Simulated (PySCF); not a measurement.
# Correlation energy of I⁺ (iodine, charge +1)

[Kr] 4d10 5s2 5p3 5d1, high-spin 5D determinant (an excited configuration). Computed with PySCF 2.14 in aug-cc-pwCVTZ-PP with ECP28MDF (8s7p6d4f1g, 96 functions), with scalar relativity through the core potential. Frozen: 4s2 4p6 4d10; 6 electrons correlated.

| level | correlation energy (mhartree) |
| --- | --- |
| CCSD | -90.93 |
| (T) | -2.62 |
| CCSD(T) | -93.55 |

Diagnostics: T1 = 0.0050, D1 = 0.0108, largest double amplitude 0.042.

Question: Is a single reference adequate?

Answer: Yes, within this model without spin-orbit coupling: T1 lies below 0.03 and no double amplitude reaches 0.07.
